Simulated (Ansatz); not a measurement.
The first iterations of a band of ClFH₂SSi₂ (7 atoms, charge 0, multiplicity 1).

These are results of Ansatz, RKS PBE-D4/def2-SVP, not measurements.

```json
{
  "movable images": "7",
  "climbing image": "yes",
  "spring": "5.0 eV/Å²",
  "optimiser": "quadratic models (default)",
  "start path": "through a guess of the saddle point",
  "force threshold": "0.05 eV/Å",
  "iteration limit": "10",
  "end points": "relaxed"
}
```

Initial state:

```xyz
7
Properties=species:S:1:pos:R:3
F -1.256 -1.830 1.155
Si -0.698 -0.317 0.860
S 1.447 -0.063 0.998
Si 0.518 0.192 -0.965
Cl 0.595 2.107 -1.765
H -1.532 0.616 1.678
H 0.986 -0.772 -2.007
```

Final state:

```xyz
7
Properties=species:S:1:pos:R:3
F -1.244 -1.697 0.785
Si -0.770 -0.166 0.404
S 1.510 -0.287 0.142
Si -0.033 0.482 -1.757
Cl 0.114 2.517 -1.033
H -0.966 0.688 1.628
H 1.451 -1.606 -0.215
```

| iteration | highest image above the first end (eV) | largest band force component (eV/Å) |
| --- | --- | --- |
| 1 | 2.741 | 4.932 |
| 2 | 1.737 | 1.491 |

Problem. Does the band converge within its limit, and where does its top end?

Solution. The run converged. It ended after 8 iterations with the highest image 1.404 eV above the first end. Another band between the same ends (7 images) ends at a top of the same energy, where a vibrational analysis finds 1 clearly imaginary mode. The orbitals stay closed-shell, which can raise the energy where a bond breaks towards radicals; this wasn't checked here.

Run time: 68 s on 2 threads of Intel(R) Xeon(R) Platinum 8488C (Sapphire Rapids) (shared host), peak memory 0.16 GiB.
